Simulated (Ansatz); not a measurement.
Molecule: C$_{2}$H$_{3}$O, net charge -1, singlet state. It need not be the lowest isomer of its formula. Whether it binds its extra electron was not tested at this geometry. 
Structure (B3LYP-D3(BJ)/def2-TZVP (Ansatz, an electronic-structure program) minimum search):
```
C
C 1 1.3253
H 1 1.0978 2 131.68
H 2 1.1048 1 110.37 3 0.00
O 1 1.4311 3 106.38 2 180.00
H 5 0.9725 1 100.08 3 180.00
```
Charge -1, spin multiplicity 1.

Task: Give the harmonic wavenumbers at B3LYP-D3(BJ)/def2-TZVP (Ansatz, finite differences of forces, unscaled).

Result: 524, 558, 716, 859, 914, 1031, 1236, 1326, 1571, 2905, 2980, 3633 cm⁻¹. Zero-point energy 26.1 kcal/mol.

Task: From these and the geometry, give the ideal-gas thermochemistry at 298.15 K and 1 atm (rigid rotor, harmonic oscillator).

Result: Point group Cs, rotational symmetry number 1. Rotational constants 68.37, 11.01, 9.48 GHz. S(trans) 37.21, S(rot) 21.34, S(vib) 1.86, S(elec, spin only) 0.00, S 60.4 cal/(mol K). H(298) - H(0) 2.79 kcal/mol; G - E(el) 10.9 kcal/mol.
